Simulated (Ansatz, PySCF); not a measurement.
Breaking a bond: BrBe (cation, charge +1), lowest singlet found (which spin is the ground state isn't settled by this scan).

Levels: RHF/6-31G* = PySCF with restricted Hartree-Fock/6-31G*, spherical d; RHF/LANL2DZ = restricted Hartree-Fock/LANL2DZ, with its core potentials past Ne (PySCF); UKS-B3LYP/6-31G* = unrestricted B3LYP/6-31G*, spherical d in PySCF; FCI = full CI/cc-pVDZ, cores with 3d frozen run with Ansatz (an electronic-structure program).

Energies relative to the lowest point of each curve between 1.55 and 2.33 Å, where full CI is lowest, in kJ/mol; the last columns give the difference from FCI:

| R / Å | RHF/6-31G* | RHF/LANL2DZ | UKS-B3LYP/6-31G* | FCI | RHF/6-31G* − FCI | RHF/LANL2DZ − FCI | UKS-B3LYP/6-31G* − FCI |
|---|---|---|---|---|---|---|---|
| 1.55 | 191.1 | 248.4 | 187.2 | 208.7 | -17.6 | 39.7 | -21.4 |
| 1.67 | 61.7 | 96.9 | 61.0 | 72.6 | -10.8 | 24.3 | -11.6 |
| 1.79 | 8.1 | 23.3 | 8.4 | 12.8 | -4.7 | 10.5 | -4.3 |
| 1.89 | 0.0 | 0.6 | 0.0 | 0.0 | 0.0 | 0.6 | 0.0 |
| 1.98 | 11.0 | 0.0 | 9.9 | 7.1 | 3.9 | -7.1 | 2.8 |
| 2.05 | 27.6 | 8.5 | 25.3 | 20.9 | 6.7 | -12.4 | 4.3 |
| 2.13 | 52.4 | 24.8 | 48.2 | 42.6 | 9.8 | -17.8 | 5.6 |
| 2.18 | 69.9 | 37.5 | 64.4 | 58.3 | 11.7 | -20.7 | 6.2 |
| 2.23 | 88.6 | 51.7 | 81.7 | 75.1 | 13.5 | -23.4 | 6.6 |
| 2.33 | 127.7 | 82.7 | 117.7 | 110.5 | 17.3 | -27.8 | 7.3 |
| 2.43 | 167.6 | 115.4 | 154.1 | 146.2 | 21.4 | -30.9 | 7.9 |
| 2.56 | 218.1 | 158.0 | 199.6 | 190.5 | 27.6 | -32.5 | 9.1 |
| 2.73 | 279.2 | 211.1 | 251.0 | 241.0 | 38.2 | -29.9 | 9.9 |
| 2.90 | 333.5 | 259.5 | 285.6 | 281.4 | 52.1 | -21.9 | 4.3 |

RHF/6-31G* is furthest from FCI at 2.90 (52.1 kJ/mol, above); its mean absolute difference over the points is 16.8 kJ/mol.

RHF/LANL2DZ is furthest from FCI at 1.55 (39.7 kJ/mol, above); its mean absolute difference over the points is 21.4 kJ/mol.

UKS-B3LYP/6-31G* is furthest from FCI at 1.55 (-21.4 kJ/mol, below); its mean absolute difference over the points is 7.2 kJ/mol.

The scan ran from 1.55 to 7.40 Å; beyond the distances shown full CI changes its symmetry label. The restricted form behind RHF/6-31G*, RHF/LANL2DZ keeps the bonding electrons paired and can't separate into open-shell fragments. The unrestricted determinant behind UKS-B3LYP/6-31G* is spin-contaminated at 2.73 to 2.90 Å (<S²> up to 0.7, against 0.00 for a pure singlet).
